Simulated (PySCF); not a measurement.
Computed shifts of a molecule CH6ClFSi3, PBE/pcSseg-1 (PySCF), GIAO, gas phase, equivalent atoms averaged, in ppm (number of nuclei): ¹⁹F: -167.7 (1). ²⁹Si: 45.2 (1), -70.7 (1), -78.7 (1). ¹³C: 20.7 (1). ¹H: 4.75 (1), 4.64 (1), 4.60 (1), 4.51 (1), 1.82 (1), 1.29 (1). References: ¹⁹F against CFCl3 (σ = 133.6 ppm); ²⁹Si against TMS (σ = 335.4 ppm); ³⁵Cl against HCl (σ = 936.5 ppm); ¹³C against TMS (σ = 182.0 ppm); ¹H against TMS (σ = 31.49 ppm), references at their B3LYP-D3(BJ)/def2-TZVP geometries, non-relativistic (without spin–orbit terms, shifts of atoms bonded to Cl or Br come out too high). Geometry optimised at r2SCAN-D4/def2-SVP. Other conformers were not sampled.

Problem. Identify the compound among the candidates.
A) F[Si@@H]1[SiH2]C[Si@H]1Cl
B) F[Si@H]1C[Si@@H](Cl)[SiH2]1
C) F[Si@]1(Cl)C[SiH2][SiH2]1
D) F[Si]1(Cl)[SiH2]C[SiH2]1

Solution. C, F[Si@]1(Cl)C[SiH2][SiH2]1
